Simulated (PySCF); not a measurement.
# Working with the constants of MgBr⁺

RHF-CCSD(T) constants of MgBr⁺, ¹Σ⁺ (singlet), closed shell (Mg x2c-SVPall, Br x2c-SVPall; spin-free X2C with a Gaussian nucleus (PySCF 2.14); masses 23.9850 and 78.9183 u):

| Property | Result |
| --- | --- |
| ωe | 428.4 cm⁻¹ |
| ωexe | 1.36 cm⁻¹ |
| Be | 0.17295 cm⁻¹ |
| αe | 0.000775 cm⁻¹ |
| D (centrifugal) | 1.13e-07 cm⁻¹ |
| De to Mg⁺ + Br | 2.51 eV |

Q: Estimate the standard entropy (1 bar) and heat capacity of the ideal gas at 500 K, rigid rotor with B0 and harmonic oscillator at the fundamental.

A: Translation (Sackur–Tetrode, M = 102.90 u): 177.4 J/(mol K). Rotation: q = kT/(σB0) = 2010 with σ = 1, 71.6. Vibration: x = hcν0/kT = 1.22, 7.13. S° = 256.1 J/(mol K); Cp = 7R/2 + 7.35 = 36.4 J/(mol K).

Correlated steps freeze 10 core orbitals. Correlated levels converge slowly with the basis: in double zeta they bind strong bonds too weakly, by up to about 1 eV, and carry superposition errors of some tenths. For an ion De counts to the pair picked by the measured ionisation energies or electron affinities, which need not be the lowest pair at this level. Where the molecule has an RHF reference, its open-shell atoms are computed with UHF.
